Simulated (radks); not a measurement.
Values are calculated unless marked as measured or tabulated.
All-electron atom: the vanadium ion V+ in [Ar] 3d3 4d1 (not the ground configuration).

Code: a radial shooting solver on a logarithmic mesh with Libxc functionals. Model: non-relativistic Kohn-Sham, BLYP, spin-polarised, spherical densities, point nucleus; open shells are filled with parallel spins first.

Energy parts (eV):
| part | energy |
|---|---|
| total | -25669.441 |
| kinetic | 25649.097 |
| electron-nucleus | -60615.739 |
| Hartree | 10519.935 |
| exchange-correlation | -1222.733 |

Orbitals (lengths in bohr, moments of r in powers of bohr; r(90%) holds 90 % of the orbital's charge):
| orbital | occ. | eigenvalue (eV) | <r> | r(90%) | <r^2> |
|---|---|---|---|---|---|
| 1s up | 1 | -5338.637 | 0.06704 | 0.119 | 0.006031 |
| 1s down | 1 | -5338.649 | 0.06704 | 0.119 | 0.006031 |
| 2s up | 1 | -606.1919 | 0.3113 | 0.483 | 0.1145 |
| 2s down | 1 | -605.1542 | 0.3109 | 0.482 | 0.1142 |
| 2p up | 3 | -513.1590 | 0.2753 | 0.452 | 0.09335 |
| 2p down | 3 | -512.3676 | 0.2749 | 0.451 | 0.09303 |
| 3s up | 1 | -81.1073 | 0.9559 | 1.43 | 1.054 |
| 3s down | 1 | -78.1483 | 0.9585 | 1.44 | 1.061 |
| 3p up | 3 | -55.9076 | 1.017 | 1.57 | 1.218 |
| 3p down | 3 | -53.0242 | 1.023 | 1.58 | 1.235 |
| 3d up | 3 | -17.0481 | 1.316 | 2.25 | 2.230 |
| 3d down | 0 | -14.5701 | 1.387 | 2.42 | 2.511 |
| 4d up | 1 | -4.0693 | 5.776 | 8.53 | 37.96 |

The highest occupied level is 4d up at -4.069 eV. The configuration is held as typed, so some empty levels lie below it. Spin moment in Bohr magnetons: 4. The density falls to 0.001 e/bohr^3 at r = 3.87 bohr.
